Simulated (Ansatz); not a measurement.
Energy needed to pull apart C2H3AlO (SMILES C#C[O][AlH2]), closed shell, into free ground-state atoms, from the structure below (displaced at random from a GFN2-xTB minimum); no zero-point or spin–orbit terms; open-shell atoms are treated unrestricted, in their ground-state multiplicity.

C1  (1.752, -0.403, 1.433)
C2  (0.839, -0.214, 0.760)
O3  (-0.070, 0.100, -0.161)
Al4  (-1.284, 0.325, -1.206)
H5  (2.492, -0.584, 2.156)
H6  (-2.364, 1.636, -0.921)
H7  (-1.577, -0.493, -2.448)
(Å)

Ansatz 0.2.0; basis: def2-TZVPP; cores frozen in the correlated methods.

```csv
method,atomization energy (eV)
PBE-D4,?
BLYP-D4,27.12
r2SCAN-D4,27.09
PBE0-D4,26.93
HSE06-D4,26.95
wB97M-V,?
HF,19.03
MP2,27.00
CCSD,25.65
CCSD(T),26.15
```

Task: What does PBE-D4 give? (To be estimated.)

Result: By the calculation: 27.65 eV, which is about 1.51 eV more than CCSD(T)/def2-TZVPP.

Task: What does wB97M-V give? (To be estimated.)

Result: The calculation gives: 27.08 eV, which is about 0.93 eV more than CCSD(T)/def2-TZVPP.

In triple zeta the MP2 and coupled-cluster atomization energies are still short of their basis limit by a few kcal/mol a bond, whereas those of the functionals are nearly converged, so these differences are not deviations from converged CCSD(T).

No T1 diagnostic of these runs exceeds 0.013.

For scale, one of the runs: CCSD(T)/def2-TZVPP forces, 177 basis functions (an equivalent command: `ansatz run in.yaml --threads 4`). Time: 91 s of wall clock on 4 CPU threads; the host was shared. Peak host memory: 3 GiB.
